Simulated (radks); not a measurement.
Spherical jellium clusters: N electrons in a uniform positive sphere of charge N and radius rs N^(1/3), rs = 2.83 bohr. Method: non-relativistic Kohn-Sham, LDA (Slater exchange, Perdew-Wang correlation), spin-polarised, spherical densities; computed with a radial shooting solver with Libxc functionals. Levels are named by radial order and angular momentum (1s, 1p, 1d, 2s, ...), and open shells are averaged over m.

N = 4, configuration 1s2 1p(up 2, down 0). This is the lowest configuration that the search found. Occupied and some empty levels:

level,occupation,eigenvalue (eV),<r> (bohr)
1s up,1,-6.2223,3.347
1s down,1,-5.4637,3.330
1p up,2,-3.1389,4.588
1p down,0,-2.3864,4.783
2s up,0,-0.82688,7.794
2s down,0,-0.56662,8.686
1d up,0,-0.39637,7.050

Energy (eV): total -4.15616, kinetic 12.030, external -106.65, Hartree 49.592, exchange-correlation -17.283, background 58.150.
